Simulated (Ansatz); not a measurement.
Gas-phase electronic energies from Ansatz, PBE0-D4/def2-TZVP geometries. CCSD(T)/CBS adds triple-zeta CCSD(T) − MP2 to the extrapolated MP2 energy (def2 sets, frozen cores). Functionals use def2-TZVPP. HSE06 is defined as in plane-wave codes. Elements past krypton have def2 core potentials. For Sn outer-core shells are correlated without core-valence functions, which leaves a few kJ/mol of doubt a bond. One conformer a species, not always the lowest.

`[CH3][SnH]([F])[Cl]` + `CSB(F)F` → `C[S][SnH]([CH3])[F]` + `FB(F)Cl`  (redistribution)

`[CH3][SnH]([F])[Cl]`:

Z-matrix (Å, degrees):
```
C
Sn 1 2.114
H 1 1.089 2 108.0
H 1 1.090 2 109.5 3 119.6
H 1 1.089 2 109.8 3 -119.6
F 2 1.919 1 105.9 3 -56.3
Cl 2 2.320 1 109.0 3 55.6
H 2 1.699 1 122.6 3 -176.9
```

`CSB(F)F`:

Cartesian coordinates in Å:
```
C -0.610 1.032 -0.333
S -0.976 -0.671 0.166
B 0.673 -1.321 0.421
F 0.828 -2.575 0.803
F 1.762 -0.590 0.244
H -0.060 1.554 0.447
H -1.571 1.522 -0.485
H -0.046 1.050 -1.263
```

`C[S][SnH]([CH3])[F]`:

Cartesian coordinates in Å:
```
C -0.160 1.360 1.631
S 1.036 1.739 0.314
Sn 1.039 -0.342 -0.836
C -0.908 -1.092 -1.239
F 1.730 -1.635 0.426
H -0.218 2.250 2.258
H -1.151 1.155 1.228
H 0.179 0.524 2.241
H 2.168 -0.284 -2.110
H -1.445 -0.407 -1.895
H -1.448 -1.200 -0.300
H -0.822 -2.068 -1.717
```

`FB(F)Cl`:

Cartesian coordinates in Å:
```
F -1.116 0.212 0.757
B -0.089 0.036 -0.037
F -0.211 0.327 -1.309
Cl 1.416 -0.575 0.589
```

```csv
level,ΔE (kcal/mol)
PBE-QIDH,5.8
HSE06,6.3
```

Question: What does CCSD(T)/CBS give? (Best estimate.)

Answer: Computed: +5.4 kcal/mol. The listed levels differ from it by 0.4, 0.9 kcal/mol.

Largest T1 diagnostic among the species: 0.012.

Leaving LDA and LC-ωPBE aside and taking each functional with its dispersion term where it has one, the values, not all of them listed here, spread over 1.6 kcal/mol, from revPBE-D4 to B97M-V. In def2-TZVPP, CCSD(T) changes the Hartree–Fock value by −2.9 kcal/mol (the triples alone add −0.4 kcal/mol) and MP2 by −3.5 kcal/mol.

CCSD(T)/CBS has its own doubt, a few kJ/mol and more with outer-core shells, so smaller differences from it don't rank the levels.
